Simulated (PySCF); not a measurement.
All values below come from B3LYP-D3(BJ)/def2-TZVP // PBE-D3(BJ)/def2-SVP run with PySCF. All species are isolated molecules in the gas phase. B3LYP has the VWN-RPA correlation part, as in Gaussian. 

Reference species: [Cd(Br)2] (neutral, multiplicity 1).

The mean distance from the central atom to its bonded neighbours is 2.420 Å and the coordination number is 2.

Changed species: [Cd(Cl)(Br)] (1 of 2 Cl replaced by Br; the reference has 2 of 2 Cl replaced by Br).

Q: What does the change do to the mean distance from the central atom to its bonded neighbours and coordination number?

A: the mean distance from the central atom to its bonded neighbours falls by 0.067 Å, to 2.353 Å; the coordination number hardly moves.
